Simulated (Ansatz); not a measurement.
Sr3Se3⁻, relaxed as a doublet with UKS B3LYP-D4/def2-SVPD in Ansatz, starting from the GFN1-xTB geometry. Force threshold 0.02 eV/Å.

In the def2 sets Sr takes a core potential; there is no spin–orbit coupling. The relaxation made no stability test and no search for a lower SCF solution. The structure comes from a short search, and lower isomers may exist.

Start:

```xyz
6

Sr    1.6817    0.2432    1.5114
Sr    0.2727   -0.1425   -2.5380
Sr   -1.8060   -0.6975    1.1864
Se   -2.0891   -1.0124   -1.5306
Se   -0.5979    1.3676    2.4730
Se    2.5387    0.2416   -1.1022
```

```json
{"step": "1", "energy (eV)": "-198545.2154", "largest force component (eV/Å)": "1.443", "SCF passes": "19"}
{"step": "2", "energy (eV)": "-198545.6829", "largest force component (eV/Å)": "0.378", "SCF passes": "26"}
{"step": "3", "energy (eV)": "-198545.7528", "largest force component (eV/Å)": "0.111", "SCF passes": "27"}
{"step": "4", "energy (eV)": "-198545.7789", "largest force component (eV/Å)": "0.105", "SCF passes": "24"}
{"step": "5", "energy (eV)": "-198545.8153", "largest force component (eV/Å)": "0.096", "SCF passes": "26"}
{"step": "6", "energy (eV)": "-198545.8890", "largest force component (eV/Å)": "0.196", "SCF passes": "26"}
{"step": "7", "energy (eV)": "-198546.0151", "largest force component (eV/Å)": "0.289", "SCF passes": "26"}
{"step": "8", "energy (eV)": "-198546.1805", "largest force component (eV/Å)": "0.336", "SCF passes": "26"}
{"step": "9", "energy (eV)": "-198546.3196", "largest force component (eV/Å)": "0.119", "SCF passes": "26"}
{"step": "10", "energy (eV)": "-198546.3234", "largest force component (eV/Å)": "0.110", "SCF passes": "24"}
{"step": "11", "energy (eV)": "-198546.3315", "largest force component (eV/Å)": "0.044", "SCF passes": "22"}
{"step": "12", "energy (eV)": "-198546.3325", "largest force component (eV/Å)": "0.026", "SCF passes": "22"}
{"step": "13", "energy (eV)": "-198546.3330", "largest force component (eV/Å)": "0.009", "SCF passes": "23"}
{"step": "14", "energy (eV)": "-198546.3340", "largest force component (eV/Å)": "0.038", "SCF passes": "24"}
{"step": "15", "energy (eV)": "-198546.3342", "largest force component (eV/Å)": "0.018", "SCF passes": "24"}
{"step": "16", "energy (eV)": "-198546.3343", "largest force component (eV/Å)": "0.004", "SCF passes": "23"}
```

Force components are those of the run's own axes.

End:

```xyz
6

Sr    2.1805    0.2114    1.6313
Sr   -0.0098    0.5648   -1.5492
Sr   -2.2354   -0.9829    1.2235
Se   -2.2980   -1.2769   -1.5935
Se   -0.4989    1.3653    1.4047
Se    2.8616    0.1184   -1.1169
```

Bonds formed: Sr2–Se5 (atoms count from 1). Metal–metal contacts that move far: Sr1–Sr3 3.63 to 4.59 Å. The end is the same structure that another start reached.

The force fell under the threshold at step 13, but the optimiser went on. No frequencies were taken in this run, so the end may be a saddle point.

Run time 4.6 min (4 threads of Arm Neoverse V1 on a shared host), peak host memory 1.1 GiB.
